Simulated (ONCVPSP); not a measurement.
oxygen (O): one change to an ONCV potential, before and after

oxygen, optimised norm-conserving Vanderbilt (ONCV), made with ONCVPSP 4.0.1 (PBE, scalar-relativistic). Core [He], reference 2s2 2p4. Waves: 2s: rc 1.00 bohr, ncon 3, nbas 6, qcut 5.3 1/bohr, 2 projectors, debl 3.8 Ha; 2p: rc 1.10 bohr, ncon 5, nbas 9, qcut 9.7 1/bohr, 1 projector. Local part: polynomial inside 0.65 bohr (lpopt 5, dvloc0 2 Ha). Core correction: Teter function, fcfact 3.5, rcfact 1.4.

Change: p: ncon 3, nbas 7.

Cutoffs: the cutoffs (Ha) at which the residual kinetic energy of the hardest occupied pseudo-wave falls to 1 and 0.1 mHa per electron; they do not see the model core or the augmentation charge, which bear on the density cutoff. Errors are all-electron minus pseudo energies relative to the spin-unpolarised reference configuration.

Question: What does the change do?

Answer: Of the 4 tests that both files solve, the error grows in 3 and shrinks in 0 by more than 15 % and 0.3 meV (median size 225.0 → 283.5 meV); neither file shows a bound ghost.

| quantity | base | changed |
| --- | --- | --- |
| bound ghosts | none | none |
| GHOST(+) flags under 300 eV | none | none |
| error for 2s2 2p3, meV [ΔE 16.43 eV] | +7.6 | +8.1 |
| error for 2s2 2p2, meV [ΔE 50.02 eV] | +80 | +99 |
| error for 2s2 2p1, meV [ΔE 103.89 eV] | +370 | +468 |
| error for 2s2 2p0, meV [ΔE 180.79 eV] | +1222 | +1527 |
| s: phases at 1.01 bohr within 0.05 rad from the reference energy up to (Ha; the scan ends near 5) | to the end of the scan | to the end of the scan |
| p: phases at 1.12 bohr within 0.05 rad from the reference energy up to (Ha; the scan ends near 5) | 4.4 | 4.0 |
| rms error of d²Exc/dni dnj with the model core, mHa | 1.84 | 1.89 |
